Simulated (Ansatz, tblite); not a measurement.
Cost and result up the ladder for [GeBr3]- (GeBr3⁻) (4 atoms). Charge -1, multiplicity 1. Geometry: PBE0-D4/def2-SVPD.

```xyz
4

Ge    0.327   -0.802   -0.253
Br    1.719    0.663    1.190
Br   -1.778   -0.721    1.063
Br   -0.267    0.861   -2.000
```

Ansatz on 4 threads of Arm Neoverse N1 on a shared host; xTB runs through tblite on one thread. Times are rough, summed over both states, and most runs start from the orbitals of an earlier one. PBE0-D4/def2-TZVPD serves as the yardstick here, not as an exact answer. The other state is a doublet.

The xTB rows come from tblite.

Raw xTB energies of ions are shifted by several eV.

| level | functions | vertical IE (eV) | difference from PBE0-D4/def2-TZVPD (eV) |
| --- | --- | --- | --- |
| r2SCAN-D4/def2-TZVPD | 225 | 4.25 | -0.07 |
| PBE0-D4/def2-TZVPD | 225 | 4.31 | 0.00 |
| GFN1-xTB | 36 | 6.90 | 2.59 |
| GFN2-xTB | 36 | 9.18 | 4.86 |
| PBE-D4/def2-TZVPD | 225 | 4.13 | -0.19 |

Problem. Estimate how long each takes.

Solution. GFN1-xTB 0.014 s; GFN2-xTB 0.016 s; PBE-D4/def2-TZVPD 16 s; r2SCAN-D4/def2-TZVPD 34 s; PBE0-D4/def2-TZVPD 35 s. On shared hardware such times vary by a factor of up to 3.
